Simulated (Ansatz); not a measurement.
System: CH₄NO, net charge 1, singlet state. It need not be the lowest isomer of its formula. 
Geometry from a B3LYP-D3(BJ)/def2-TZVP (Ansatz, a quantum-chemistry and plane-wave program) optimisation:
```
N
H 1 1.0263
H 1 1.0266 2 109.11
H 1 1.0266 2 109.11 3 -117.65
C 1 1.5790 2 108.29 4 -121.18
O 5 1.1639 1 118.01 2 0.00
H 5 1.0952 6 130.99 1 180.00
```
Charge +1, spin multiplicity 1.

Basis-set convergence of Hartree-Fock and CCSD(T) correlation energies (hartree) with Ansatz. Correlated levels leave the core frozen unless marked. Spin-orbit coupling is left out. Non-relativistic.

```csv
basis,functions,E(HF),"E(corr, CCSD(T))"
cc-pVDZ,-,-169.25623,-0.52488
cc-pVTZ,146,(withheld),(withheld)
```

### Question
What belongs in the gaps?

### Answer

- cc-pVTZ, E(HF): -169.30679
- cc-pVTZ, E(corr, CCSD(T)): -0.64214
